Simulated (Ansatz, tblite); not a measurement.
Forces on the cluster Sn₅⁻ at its PBE-D4/def2-SVPD geometry. The state is a doublet with charge -1.

In the def2 sets Sn takes a core potential; there is no spin–orbit coupling. The xTB rows come from tblite. Another isomer (doublet) lies 0.88 eV lower at PBE0-D4/def2-TZVPD; other spin states weren't run for this one.

GFN1-xTB (tblite), largest force 1.05 eV/Å:

```xyz
5
positions Å, forces eV/Å
Sn   -0.409   -0.643   -2.613    0.182    0.176    0.464
Sn   -1.379    0.148    1.370    0.649    0.294   -0.661
Sn    1.144   -0.984   -0.250   -0.551    0.501    0.099
Sn    1.204   -0.221    2.498   -0.242   -0.073   -0.451
Sn   -0.560    1.698   -1.005   -0.038   -0.899    0.549
```

GFN2-xTB (tblite), largest force 1.40 eV/Å:

```
Sn 0.249 0.726 1.163
Sn 1.216 0.134 -0.386
Sn -0.558 0.449 0.142
Sn -0.915 0.011 -1.061
Sn 0.008 -1.320 0.142
```

PBE-D4/def2-TZVPD (Ansatz), largest force 0.11 eV/Å:

```
Sn 0.024 0.047 0.096
Sn 0.092 -0.005 -0.041
Sn -0.073 0.055 0.019
Sn -0.060 0.003 -0.093
Sn 0.016 -0.101 0.019
```
